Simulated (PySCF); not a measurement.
Levels of Eu⁵²⁺ from EOM-EA-GCCSD

Reference: closed-shell Eu⁵³⁺, [Ne]; one electron is added. Calculated with PySCF 2.14, two-component X2C-1e with screened spin-orbit coupling, an uncontracted even-tempered set (17 s from 8 bohr⁻², ratio 2.6; 13 p from 10 bohr⁻², ratio 2.6; 6 d from 11 bohr⁻², ratio 2.8; 3 f from 230 bohr⁻², ratio 2.8); frozen 1s2; the 48 highest virtual spinors dropped; of the others 44 kept and the rest restored at second order. No Breit or QED terms. Binding energies in eV.

```json
{"level": "3s1/2", "Koopmans": "4841.3"}
{"level": "3p1/2", "Koopmans": "4716.3"}
{"level": "3p3/2", "Koopmans": "4538.6"}
{"level": "3d3/2", "Koopmans": "4383.4"}
{"level": "3d5/2", "Koopmans": "4343.1"}
```

(1) How does correlation move these levels?

For comparison, the ionisation energy of Eu⁵²⁺ is 4838 ± 4 eV (theoretical estimate listed by NIST; NIST Atomic Spectra Database, ionization energies).

Only part of the computed levels is shown.

## Answers

(1) 3s1/2: second order 4842.1, EOM-CCSD 4842.1; 3p1/2: second order 4717.3, EOM-CCSD 4717.3; 3p3/2: second order 4539.5, EOM-CCSD 4539.5; 3d3/2: second order 4384.1, EOM-CCSD 4384.1; 3d5/2: second order 4343.7, EOM-CCSD 4343.7.
